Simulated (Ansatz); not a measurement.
The inner images of a band of CH4AsB (7 atoms, charge 0, multiplicity 1) are given out of order.

Level of theory: UKS PBE-D4/def2-SVP (Ansatz).

Initial state:

```xyz
7
Properties=species:S:1:pos:R:3
B -0.666 0.060 -0.614
C -0.037 0.493 0.693
As 1.336 -0.103 -0.762
H -1.689 -0.362 -1.096
H -0.214 -0.018 1.657
H 0.257 1.549 0.830
H 1.013 -1.619 -0.708
```

Final state:

```xyz
7
Properties=species:S:1:pos:R:3
B -0.892 0.881 -0.088
C -0.042 -0.375 0.172
As 1.685 -0.284 -0.373
H -2.074 0.929 0.203
H -0.440 -1.289 0.646
H -0.369 1.856 -0.606
H 2.130 -1.717 0.046
```

**Question.** Put them in order from the first end to the last, with their energies above the first end.
A.
```xyz
7
Properties=species:S:1:pos:R:3
B -0.731 0.350 -0.447
C 0.009 -0.011 0.753
As 1.401 -0.128 -0.638
H -1.832 0.295 -0.943
H -0.022 -0.296 1.822
H -0.222 1.470 -0.036
H 1.398 -1.680 -0.510
```
B.
```xyz
7
Properties=species:S:1:pos:R:3
B -0.713 0.115 -0.563
C 0.007 0.206 0.710
As 1.391 -0.135 -0.712
H -1.827 0.248 -1.006
H -0.035 -0.090 1.777
H -0.172 1.333 0.336
H 1.348 -1.677 -0.542
```
C.
```xyz
7
Properties=species:S:1:pos:R:3
B -0.700 0.008 -0.608
C 0.000 0.376 0.680
As 1.335 -0.137 -0.785
H -1.798 -0.011 -1.111
H -0.059 -0.060 1.693
H 0.014 1.486 0.679
H 1.207 -1.662 -0.548
```
D.
```xyz
7
Properties=species:S:1:pos:R:3
B -0.872 0.871 -0.090
C 0.011 -0.292 0.367
As 1.629 -0.302 -0.458
H -2.087 0.772 -0.100
H -0.349 -1.165 0.938
H -0.359 1.889 -0.527
H 2.028 -1.771 -0.130
```
E.
```xyz
7
Properties=species:S:1:pos:R:3
B -0.786 0.722 -0.179
C 0.052 -0.124 0.732
As 1.424 -0.183 -0.503
H -1.883 0.405 -0.611
H -0.152 -0.857 1.529
H -0.281 1.759 -0.571
H 1.627 -1.721 -0.396
```
F.
```xyz
7
Properties=species:S:1:pos:R:3
B -0.824 0.825 -0.111
C 0.046 -0.205 0.580
As 1.523 -0.253 -0.490
H -1.997 0.588 -0.349
H -0.260 -1.037 1.237
H -0.328 1.846 -0.560
H 1.842 -1.765 -0.306
```
G.
```xyz
7
Properties=species:S:1:pos:R:3
B -0.770 0.548 -0.299
C 0.040 -0.079 0.773
As 1.376 -0.156 -0.574
H -1.838 0.308 -0.832
H -0.041 -0.564 1.755
H -0.239 1.644 -0.376
H 1.472 -1.702 -0.446
```

**Answer.** C (+0.12 eV), B (+0.67 eV), A (+1.58 eV), G (+1.02 eV), E (+0.50 eV), F (+0.32 eV), D (+0.26 eV).

Time of the run: 100 s on 2 threads of Intel(R) Xeon(R) CPU @ 2.60GHz (Ice Lake), with other jobs on the host, peak memory 0.16 GiB.
